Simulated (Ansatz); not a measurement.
This geometry of BrGeH5OSi (9 atoms, charge 0, multiplicity 1) is a first-order saddle point.

All numbers below come from RKS PBE0/def2-SVP in Ansatz 0.2.0.

```xyz
9
Properties=species:S:1:pos:R:3
O 0.314 1.308 -1.513
Ge -0.566 0.816 0.217
Si 0.687 -1.082 1.015
Br -2.576 -0.174 -0.485
H -0.343 1.269 -2.226
H -0.226 2.206 -0.538
H 2.027 -0.636 1.502
H 0.843 -2.038 -0.122
H -0.071 -1.715 2.134
```

Q: Which two structures does it join? (They come from a converged band through this point; their orientation in space is the band's.)

A: Bonds broken: Ge2–H6. Bonds formed: O1–H6.

Initial state:

```xyz
9
Properties=species:S:1:pos:R:3
O 0.309 0.973 -1.750
Ge -0.483 0.681 -0.187
Si 0.755 -1.041 0.892
Br -2.636 -0.129 -0.571
H -0.150 1.623 -2.295
H -0.694 2.017 0.555
H 2.151 -0.578 1.150
H 0.758 -2.238 0.005
H 0.079 -1.354 2.185
```

Final state:

```xyz
9
Properties=species:S:1:pos:R:3
O 0.132 1.451 -1.131
Ge -0.743 0.998 0.869
Si 0.695 -1.013 0.918
Br -2.471 -0.194 -0.367
H -0.316 0.782 -1.679
H -0.207 2.302 -1.443
H 2.065 -0.720 1.457
H 0.861 -1.608 -0.449
H 0.071 -2.044 1.808
```

Q: How far does it lie above each of them?

A: 2.38 eV above the first and 1.70 eV above the second. This is the barrier of this one path; another mechanism may lie lower. The orbitals stay closed-shell, which can raise the energy where a bond breaks towards radicals; this wasn't checked here.

Time of the run: 4.5 min on 2 threads of Intel(R) Xeon(R) Platinum 8488C (Sapphire Rapids), on a shared host, peak memory 0.36 GiB.
